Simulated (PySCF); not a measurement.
Match the calculated data to a structure.

All candidates are C8H10.

* Polarisability: 92.3 au [CAM-B3LYP/def2-SVPD]
* UV, first state: lowest singlet excitation: 4.81 eV (258 nm, f = 0.113) [TDDFT CAM-B3LYP/def2-SVPD]
* Rotational structure: rotational constants A, B, C: 3.570, 1.990, 1.426 GHz [GFN2-xTB]
* Dipole: 0.76 D [CAM-B3LYP/def2-SVPD]
* Triplet: lowest triplet excitation (Tamm–Dancoff): 3.22 eV [TDA CAM-B3LYP/def2-SVPD]
* UV, strongest line: among the 8 lowest singlet transitions: S4 at 6.50 eV (191 nm, f = 0.353) [TDDFT CAM-B3LYP/def2-SVPD]

The electronic properties come from PySCF, for the isolated species, density fitting. Levels stand in brackets. Geometry: GFN2-xTB, one conformer, isolated molecule.

Task: Which candidate is it?
A. `CC1=CC=CC=CC1`
B. `CC1=CC[C@@H]2C=C[C@H]12`
C. `CC#CCC=C=CC`

Result: A. It is `CC1=CC=CC=CC1`. Numbering: `[CH3:1][C:2]1=[CH:3][CH:4]=[CH:5][CH:6]=[CH:7][CH2:8]1`. Its formula, C8H10, gives 4 degrees of unsaturation: 1 ring and 3 π bonds in the structure found. The optimised geometry has point group C1 and is an asymmetric top.

The others, at the same levels:
- `CC#CCC=C=CC` fails: its computed lowest singlet excitation is 5.94 eV (209 nm, f = 0.003) (against 4.81 eV), lowest triplet excitation (Tamm–Dancoff) is 4.62 eV (against 3.22 eV) and strongest line among the 8 lowest singlet transitions is S8 at 7.08 eV (175 nm, f = 0.070) (against S4 at 6.50 eV).
- `CC1=CC[C@@H]2C=C[C@H]12` fails: its computed lowest singlet excitation is 6.06 eV (204 nm, f = 0.024) (against 4.81 eV), lowest triplet excitation (Tamm–Dancoff) is 4.23 eV (against 3.22 eV) and strongest line among the 8 lowest singlet transitions is S5 at 7.17 eV (173 nm, f = 0.272) (against S4 at 6.50 eV).

Each candidate is one conformer, not necessarily the lowest. Dipoles, sizes and rotational constants follow the conformer. The torsions of the flexible species, by atom-mapped SMILES:
- `[CH3:1][C:2]#[C:3][CH2:4][CH:5]=[C:6]=[CH:7][CH3:8]`: C3–C4–C5–C6 -120°

The conformers of `CC1=CC[C@@H]2C=C[C@H]12` aren't listed.
